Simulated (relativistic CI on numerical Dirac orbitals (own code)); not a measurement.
**One change at a time: I¹⁹⁺**

Base calculation: Dirac-Coulomb-Breit CI, orbitals from a KLI potential per configuration, model QED, unscaled Slater integrals.

Configurations in the expansion (outside the closed core [Ar] 3d10): 4s2 4p4, 4s 4p5, 4s2 4p3 4d, 4p6, 4s 4p4 4d, 4s2 4p3 4f, 4s 4p4 4f, 4p5 4d, 4s 4p3 4d2, 4s2 4p2 4d 4f, 4p5 4f, 4s2 4p3 5s, 4p4 4d2, 4p3 4d3, 4p3 4d2 4f, 4p3 4d2 5s. Double excitations out of closed p, d and f shells are left out; levels of such configurations are missing from the list, as are those of other unlisted configurations, and high levels can miss mixing partners.

Variants: (1) one mean potential for all configurations; (2) non-relativistic limit. Shifts of the energy above 4s2 4p4 3P_2, in cm⁻¹, for the lowest level and the first level of each name with at least 55 % of one term (blank where a level changes its place among those of its configuration and J or its character, or is not in the variant):

```tsv
Level	Base	Δ(1)	Δ(2)
4s2 4p4 3P_2	0	0	0
4s2 4p4 3P_1	106087	+1	-106087
4s2 4p4 1D_2	130222	-3	-97259
4s 4p5 3P°_2	488459	+11	-126955
4s 4p5 3P°_1	530166	+5	-168662
4s 4p5 3P°_0	596855	-3	-235351
4s2 4p3 4d 5D°_4	656265	-96	-83608
4s2 4p3 4d 3D°_1	718427	-96	
4s2 4p3 4d 1S°_0	723766	-91	-111789
4s2 4p3 4d 3F°_3	734750	-94	-117024
4s2 4p3 4d 3D°_3	743061	-92	
4s2 4p3 4d 3G°_4	751934	-95	
4s2 4p3 4d 3F°_4	760277	-97	
4s2 4p3 4d 3G°_5	783216	-99	-138921
4s2 4p3 4d 3P°_0	807280	-95	-120221
4s2 4p3 4d 3D°_2	819491	-107	
4s2 4p3 4d 3S°_1	875649	-117	-127386
4s2 4p3 4d 1F°_3	997371	-126	
4p6 1S_0	1069566	-11	-258544
4s 4p4 4d 5D_3	1124627	-66	-180580
4s 4p4 4d 5D_2	1126842	-64	-182795
4s 4p4 4d 5D_4	1131182	-69	-187135
```

At this charge energies of transitions that change n are usually good to better than 1 %, and those within a shell (Δn = 0) to a few per cent.

Ionisation energy from the two ground configurations alone: base 568.696 eV. The NIST ASD value (theoretical) is 569 eV.

LS names give the leading component of a level, which can be under half, so a name can repeat, a term be missing and a line seem to break the LS rules.
